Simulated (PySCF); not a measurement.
Basis-set dependence of excited states

FGeH3S.
Z-matrix (Å and degrees, PBE0-D3(BJ)/def2-SVP geometry), rows numbered from 1:
```
F 
Ge  1  1.7431
S   2  2.2215  1  104.68
H   2  1.5350  1  107.18  3  -118.82
H   2  1.5353  1  106.61  3   119.33
H   3  1.3517  2   90.40  1     5.76
```

TDDFT with PBE0 (PySCF), vertical singlets, core orbitals frozen in the response, spherical d and f functions. The structure is a single PBE0-D3(BJ)/def2-SVP conformer in the gas phase; no vibrational or solvent corrections. Relativistic effects, spin–orbit coupling among them, are left out although an element past zinc is present.

How do the low singlets change with the basis? Take 6-31G*, def2-SVP, def2-SVPD, aug-cc-pVDZ, def2-TZVP, def2-TZVPD and aug-cc-pVTZ.

```json
{"basis": "6-31G*", "functions": "70", "diffuse": "no", "S1 (eV)": "5.69", "S2 (eV)": "6.14", "S3 (eV)": "7.11", "S4 (eV)": "7.52", "S5 (eV)": "7.97", "LUMO (eV)": "-0.32", "α (au)": "40.1"}
{"basis": "def2-SVP", "functions": "79", "diffuse": "no", "S1 (eV)": "5.79", "S2 (eV)": "6.24", "S3 (eV)": "7.22", "S4 (eV)": "7.59", "S5 (eV)": "7.90", "LUMO (eV)": "-0.22", "α (au)": "40.3"}
{"basis": "def2-SVPD", "functions": "112", "diffuse": "yes", "S1 (eV)": "5.52", "S2 (eV)": "5.88", "S3 (eV)": "6.57", "S4 (eV)": "7.22", "S5 (eV)": "7.39", "LUMO (eV)": "-0.69", "α (au)": "52.1"}
{"basis": "aug-cc-pVDZ", "functions": "113", "diffuse": "yes", "S1 (eV)": "5.46", "S2 (eV)": "5.81", "S3 (eV)": "6.34", "S4 (eV)": "6.94", "S5 (eV)": "7.30", "LUMO (eV)": "-0.77", "α (au)": "52.1"}
{"basis": "def2-TZVP", "functions": "134", "diffuse": "no", "S1 (eV)": "5.56", "S2 (eV)": "6.01", "S3 (eV)": "6.93", "S4 (eV)": "7.41", "S5 (eV)": "7.57", "LUMO (eV)": "-0.49", "α (au)": "47.3"}
{"basis": "def2-TZVPD", "functions": "167", "diffuse": "yes", "S1 (eV)": "5.44", "S2 (eV)": "5.86", "S3 (eV)": "6.47", "S4 (eV)": "7.09", "S5 (eV)": "7.26", "LUMO (eV)": "-0.73", "α (au)": "52.7"}
{"basis": "aug-cc-pVTZ", "functions": "224", "diffuse": "yes", "S1 (eV)": "5.46", "S2 (eV)": "5.83", "S3 (eV)": "6.35", "S4 (eV)": "6.93", "S5 (eV)": "7.25", "LUMO (eV)": "-0.78", "α (au)": "52.8"}
```

States are compared by their number. Against the largest diffuse basis here (aug-cc-pVTZ, itself not a converged limit), sets without diffuse functions differ by up to 0.33 eV in S1 and 0.72 eV in S5; the smaller diffuse sets differ by up to 0.05 and 0.14 eV. State by state, the largest deviation of a set without diffuse functions is S1 0.33, S2 0.40, S3 0.87, S4 0.66, S5 0.72 eV. The same number needn't mean the same state in each row. Against aug-cc-pVTZ the polarisability deviates by -24% in 6-31G*, -24% in def2-SVP, -1% in def2-SVPD, -1% in aug-cc-pVDZ, -10% in def2-TZVP, 0% in def2-TZVPD.
